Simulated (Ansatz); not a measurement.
Ideal-gas functions of `[OH][Mo]([F])([F])(=[S])[Cl]` at 800 K and 1 bar, from an Ansatz frequency run at PBE0-D4/def2-TZVP.

Molar mass 218.46 g/mol, point group C1 (symmetry number 1), electronic degeneracy 1, moments of inertia 267.698, 352.292, 385.893 u Å². Harmonic wavenumbers (cm⁻¹, unscaled): 87, 100, 187, 214, 218, 252, 327, 381, 418, 562, 625, 645, 704, 754, 3864.

Use S(trans) = R[1.5 ln M + 2.5 ln T − 1.1517]; rotational temperatures θ = 24.2544 K / I; S(rot) = R[ln(√π/σ · √(T³/θAθBθC)) + 1.5]; for each mode x = 1.438777 ν̃/T, S = R[x/(eˣ − 1) − ln(1 − e⁻ˣ)] and H = RT x/(eˣ − 1); 1 cm⁻¹ = 0.0119627 kJ/mol; R = 8.31446 J/(mol·K).

By hand: the entropy, in J/(mol·K).

Translation 196.6. Rotation: θ = 0.0906, 0.0688, 0.0629 K, giving 133.2. Vibration, mode by mode: 23.75, 22.59, 17.41, 16.30, 16.15, 14.97, 12.85, 11.62, 10.88, 8.57, 7.77, 7.53, 6.89, 6.39, 0.06, in all 183.7. Electronic 0.0. Sum 513.5 J/(mol·K).

By hand: H − E and G − E in kJ/mol, counted from the electronic energy.

Zero-point energy ½ × 9338 × 0.0119627 = 55.9; thermal vibration 65.4; translation, rotation and pV give 4 RT = 26.6. H − E = 147.9 kJ/mol, and G − E = 147.9 − 800 × 513.5/1000 = -262.9 kJ/mol.

Vibration gives 36 % of the entropy, 46.3 J/(mol·K) of it from the modes under 150 cm⁻¹: soft modes count most, and the harmonic formula is weakest for them. The sum counts one conformer and one mirror image; others add a mixing term.
